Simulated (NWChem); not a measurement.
System: InHSF$_{2}$; SMILES [F][In]([F])[SH]

The following NWChem deck was run.

```
start job
memory heap 200 mb stack 900 mb global 1100 mb
geometry units angstroms noautoz
  In     0.074901     0.266511     0.000000
  F     -1.301961     1.638754     0.000000
  F      1.894551     0.963064     0.000000
  S     -0.357094    -2.061754     0.000000
  H      0.967096    -2.342174     0.000000
end
basis spherical
  * library def2-svp
end
ecp
  In library def2-ecp
end
dft
  xc xpbe96 cpbe96
  iterations 150
  vectors input atomic output neutral.movecs
end
task dft energy
charge 1
dft
  odft
  mult 2
  vectors input atomic output cation.movecs
end
task dft energy
```

The geometry was optimised at PBE0/def2-SVP. No frequency run checked for a minimum. def2 effective core potentials on In; no spin-orbit coupling.

Ions are spin-unrestricted doublets at the neutral geometry; other ion states weren't tried.

### Question
Give the results of this calculation. (PBE/def2-SVP with def2 effective core potentials on In, vertical spin-unrestricted ions.) Quantities: vertical ionisation energy, ΔSCF (eV); −ε(HOMO) (eV).

### Answer
* **vertical ionisation energy, ΔSCF (eV)**: 10.51
* **−ε(HOMO) (eV)**: 7.03
